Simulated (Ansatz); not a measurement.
Ansatz (a program for electronic structure) job for C₂H₅FO₂Si, SMILES O=CC[Si@H](O)F, PBE-D3(BJ)/def2-SVP. 

Ansatz 0.2 input:
```yaml
crystal:
  periodic: [false, false, false]
  atoms:
    - {symbol: O, position_ang: [1.35713545, -0.91772683, -1.34898926]}
    - {symbol: C, position_ang: [1.75764445, -0.31259615, -0.37609454]}
    - {symbol: C, position_ang: [0.99378534, -0.21963556, 0.91622907]}
    - {symbol: Si, position_ang: [-0.82506898, 0.20049646, 0.58484728]}
    - {symbol: O, position_ang: [-1.36675409, -0.81405948, -0.58720782]}
    - {symbol: F, position_ang: [-0.86133855, 1.75309969, 0.09758604]}
    - {symbol: H, position_ang: [2.73834013, 0.22248441, -0.42069057]}
    - {symbol: H, position_ang: [1.47771185, 0.46673707, 1.62695612]}
    - {symbol: H, position_ang: [0.98023713, -1.22696798, 1.37312137]}
    - {symbol: H, position_ang: [-1.67775112, 0.09705105, 1.78543466]}
    - {symbol: H, position_ang: [-0.64715498, -1.09647164, -1.18218843]}
basis:
  gaussian:
    orbitals: def2-SVP
hamiltonian:
  xc: pbe
  dispersion: d3bj
relax: {f_tol: 0.002, max_steps: 200}
```

Log of the run:

```
WARN ansatz: RAYON_NUM_THREADS=1 ignored (pool sized by the plan → 1); use --threads N
Functional definition: PBE
integrals: 0.06 GiB planned
1236 factors; their error is unknown
mean field: 0.32 GiB planned
mean field evaluation 1: about -16812.3352 eV, gradient 7.7e1 eV
mean field evaluation 2: about -16782.7753 eV, gradient 1.4e2 eV
mean field evaluation 4: about -16823.4921 eV, gradient 1.3e1 eV
mean field evaluation 8: about -16823.8174 eV, gradient 1.6e-1 eV
mean field evaluation 16: about -16823.7474 eV, gradient 1.8e-3 eV
mean field -16823.74740211 eV, -618.2613134821 hartree, gradient 2.1e-5 eV, S^2 0.000000; 0 other end points of the search recorded, 0 dependent functions left out
the calculation of the forces begins
reference -16823.74743433 eV, -618.2613146660 hartree; 28, 28 occupied and 85, 85 virtual orbitals, 1236 factors
relax step   1: F+E_penalty+E_count = -16823.98771049 eV  Δ(F+E_penalty+E_count) = +0.000e0 eV  max|allowed force component| = 7.188e-1 eV/Å  Δτ_max = 0.0000 Å  (30 SCF iters, accepted)
these checks for a lower state are left out or cut short: starts, cluster_reference, orbital_swaps, neighbouring_geometries, increment
integrals: 0.06 GiB planned
1236 factors; their error is unknown
mean field: 0.32 GiB planned
mean field -16823.76457126 eV, -618.2619444365 hartree, gradient 7.0e-6 eV, S^2 0.000000; 0 other end points of the search recorded, 0 dependent functions left out
the calculation of the forces begins
reference -16823.76460358 eV, -618.2619456243 hartree; 28, 28 occupied and 85, 85 virtual orbitals, 1236 factors
relax step   2: F+E_penalty+E_count = -16824.00449646 eV  Δ(F+E_penalty+E_count) = -1.679e-2 eV  max|allowed force component| = 2.612e-1 eV/Å  Δτ_max = 0.0141 Å  (33 SCF iters, accepted)
these checks for a lower state are left out or cut short: starts, cluster_reference, orbital_swaps, neighbouring_geometries, increment
integrals: 0.06 GiB planned
1236 factors; their error is unknown
mean field: 0.32 GiB planned
mean field evaluation 32: about -16823.7691 eV, gradient 1.4e-3 eV
mean field -16823.76909998 eV, -618.2621108641 hartree, gradient 7.6e-6 eV, S^2 0.000000; 0 other end points of the search recorded, 0 dependent functions left out
the calculation of the forces begins
reference -16823.76913238 eV, -618.2621120546 hartree; 28, 28 occupied and 85, 85 virtual orbitals, 1236 factors
relax step   3: F+E_penalty+E_count = -16824.00900948 eV  Δ(F+E_penalty+E_count) = -4.513e-3 eV  max|allowed force component| = 7.287e-2 eV/Å  Δτ_max = 0.0267 Å  (32 SCF iters, accepted)
these checks for a lower state are left out or cut short: starts, cluster_reference, orbital_swaps, neighbouring_geometries, increment
integrals: 0.06 GiB planned
1236 factors; their error is unknown
mean field: 0.32 GiB planned
mean field -16823.76919625 eV, -618.2621144017 hartree, gradient 6.7e-6 eV, S^2 0.000000; 0 other end points of the search recorded, 0 dependent functions left out
the calculation of the forces begins
reference -16823.76922864 eV, -618.2621155922 hartree; 28, 28 occupied and 85, 85 virtual orbitals, 1236 factors
relax step   4: F+E_penalty+E_count = -16824.00918779 eV  Δ(F+E_penalty+E_count) = -1.783e-4 eV  max|allowed force component| = 9.248e-2 eV/Å  Δτ_max = 0.0143 Å  (31 SCF iters, accepted)
these checks for a lower state are left out or cut short: starts, cluster_reference, orbital_swaps, neighbouring_geometries, increment
integrals: 0.06 GiB planned
1236 factors; their error is unknown
mean field: 0.32 GiB planned
mean field -16823.76979718 eV, -618.2621364855 hartree, gradient 7.5e-6 eV, S^2 0.000000; 0 other end points of the search recorded, 0 dependent functions left out
the calculation of the forces begins
reference -16823.76982959 eV, -618.2621376766 hartree; 28, 28 occupied and 85, 85 virtual orbitals, 1236 factors
relax step   5: F+E_penalty+E_count = -16824.01002810 eV  Δ(F+E_penalty+E_count) = -8.403e-4 eV  max|allowed force component| = 1.015e-1 eV/Å  Δτ_max = 0.0213 Å  (33 SCF iters, accepted)
these checks for a lower state are left out or cut short: starts, cluster_reference, orbital_swaps, neighbouring_geometries, increment
integrals: 0.06 GiB planned
1236 factors; their error is unknown
mean field: 0.32 GiB planned
mean field -16823.76990624 eV, -618.2621404936 hartree, gradient 7.4e-6 eV, S^2 0.000000; 0 other end points of the search recorded, 0 dependent functions left out
the calculation of the forces begins
reference -16823.76993869 eV, -618.2621416860 hartree; 28, 28 occupied and 85, 85 virtual orbitals, 1236 factors
relax step   6: F+E_penalty+E_count = -16824.01032237 eV  Δ(F+E_penalty+E_count) = -2.943e-4 eV  max|allowed force component| = 4.939e-2 eV/Å  Δτ_max = 0.0163 Å  (33 SCF iters, accepted)
these checks for a lower state are left out or cut short: starts, cluster_reference, orbital_swaps, neighbouring_geometries, increment
integrals: 0.06 GiB planned
1236 factors; their error is unknown
mean field: 0.32 GiB planned
mean field -16823.77015286 eV, -618.2621495566 hartree, gradient 7.4e-6 eV, S^2 0.000000; 0 other end points of the search recorded, 0 dependent functions left out
the calculation of the forces begins
reference -16823.77018528 eV, -618.2621507481 hartree; 28, 28 occupied and 85, 85 virtual orbitals, 1236 factors
relax step   7: F+E_penalty+E_count = -16824.01060217 eV  Δ(F+E_penalty+E_count) = -2.798e-4 eV  max|allowed force component| = 1.730e-2 eV/Å  Δτ_max = 0.0065 Å  (34 SCF iters, accepted)
these checks for a lower state are left out or cut short: starts, cluster_reference, orbital_swaps, neighbouring_geometries, increment
integrals: 0.06 GiB planned
1236 factors; their error is unknown
mean field: 0.32 GiB planned
mean field evaluation 64: about -16823.7701 eV, gradient 1.9e-1 eV
mean field -16823.77019506 eV, -618.2621511076 hartree, gradient 1.1e-5 eV, S^2 0.000000; 0 other end points of the search recorded, 0 dependent functions left out
the calculation of the forces begins
reference -16823.77022750 eV, -618.2621522997 hartree; 28, 28 occupied and 85, 85 virtual orbitals, 1236 factors
relax step   8: F+E_penalty+E_count = -16824.01063419 eV  Δ(F+E_penalty+E_count) = -3.201e-5 eV  max|allowed force component| = 1.201e-2 eV/Å  Δτ_max = 0.0026 Å  (25 SCF iters, accepted)
these checks for a lower state are left out or cut short: starts, cluster_reference, orbital_swaps, neighbouring_geometries, increment
integrals: 0.06 GiB planned
1236 factors; their error is unknown
mean field: 0.32 GiB planned
mean field -16823.77020353 eV, -618.2621514186 hartree, gradient 3.4e-5 eV, S^2 0.000000; 0 other end points of the search recorded, 0 dependent functions left out
the calculation of the forces begins
reference -16823.77023597 eV, -618.2621526108 hartree; 28, 28 occupied and 85, 85 virtual orbitals, 1236 factors
relax step   9: F+E_penalty+E_count = -16824.01063895 eV  Δ(F+E_penalty+E_count) = -4.765e-6 eV  max|allowed force component| = 6.912e-3 eV/Å  Δτ_max = 0.0006 Å  (20 SCF iters, accepted)
these checks for a lower state are left out or cut short: starts, cluster_reference, orbital_swaps, neighbouring_geometries, increment
integrals: 0.06 GiB planned
1236 factors; their error is unknown
mean field: 0.32 GiB planned
mean field -16823.77021214 eV, -618.2621517352 hartree, gradient 5.4e-6 eV, S^2 0.000000; 0 other end points of the search recorded, 0 dependent functions left out
the calculation of the forces begins
reference -16823.77024458 eV, -618.2621529274 hartree; 28, 28 occupied and 85, 85 virtual orbitals, 1236 factors
relax step  10: F+E_penalty+E_count = -16824.01064209 eV  Δ(F+E_penalty+E_count) = -3.137e-6 eV  max|allowed force component| = 2.661e-3 eV/Å  Δτ_max = 0.0015 Å  (24 SCF iters, accepted)
these checks for a lower state are left out or cut short: starts, cluster_reference, orbital_swaps, neighbouring_geometries, increment
integrals: 0.06 GiB planned
1236 factors; their error is unknown
mean field: 0.32 GiB planned
mean field -16823.77021805 eV, -618.2621519521 hartree, gradient 5.1e-5 eV, S^2 0.000000; 0 other end points of the search recorded, 0 dependent functions left out
the calculation of the forces begins
reference -16823.77025049 eV, -618.2621531445 hartree; 28, 28 occupied and 85, 85 virtual orbitals, 1236 factors
relax step  11: F+E_penalty+E_count = -16824.01064279 eV  Δ(F+E_penalty+E_count) = -7.036e-7 eV  max|allowed force component| = 8.396e-4 eV/Å  Δτ_max = 0.0007 Å  (20 SCF iters, accepted)
integrals: 0.06 GiB planned
1236 factors; their error is unknown
mean field: 0.32 GiB planned
mean field evaluation 96: about -16823.7702 eV, gradient 6.5e-2 eV
mean field -16823.77021805 eV, -618.2621519521 hartree, gradient 5.1e-5 eV, S^2 0.000000; 1 other end points of the search recorded, 0 dependent functions left out
the calculation of the forces begins
reference -16823.77025049 eV, -618.2621531445 hartree; 28, 28 occupied and 85, 85 virtual orbitals, 1236 factors
Total energy: -16824.01067524 eV, -618.2709885909 hartree
Atom 0 at     1.342358    -0.960315    -1.346775 Å, force    -0.000342     0.000196     0.000646 eV/Å
Atom 1 at     1.742987    -0.319723    -0.381863 Å, force     0.000164    -0.000367    -0.000202 eV/Å
Atom 2 at     0.999019    -0.222800     0.919307 Å, force     0.000279     0.000299    -0.000502 eV/Å
Atom 3 at    -0.827704     0.212887     0.583589 Å, force     0.000032    -0.000276     0.000471 eV/Å
Atom 4 at    -1.348776    -0.809051    -0.607469 Å, force    -0.000840     0.000269     0.000131 eV/Å
Atom 5 at    -0.868668     1.782044     0.112406 Å, force    -0.000048     0.000060     0.000104 eV/Å
Atom 6 at     2.710428     0.255355    -0.456428 Å, force     0.000006     0.000086     0.000095 eV/Å
Atom 7 at     1.497476     0.454976     1.639154 Å, force    -0.000314    -0.000204     0.000067 eV/Å
Atom 8 at     0.950364    -1.239736     1.370227 Å, force     0.000116     0.000185     0.000081 eV/Å
Atom 9 at    -1.695588     0.095255     1.789739 Å, force     0.000379     0.000032    -0.000481 eV/Å
Atom 10 at    -0.575110    -1.096481    -1.152882 Å, force     0.000567    -0.000280    -0.000409 eV/Å
Dipole moment:     0.463019    -0.062181     0.468701 e Å
```

The run converged.

Cost: very roughly 40 core-seconds.
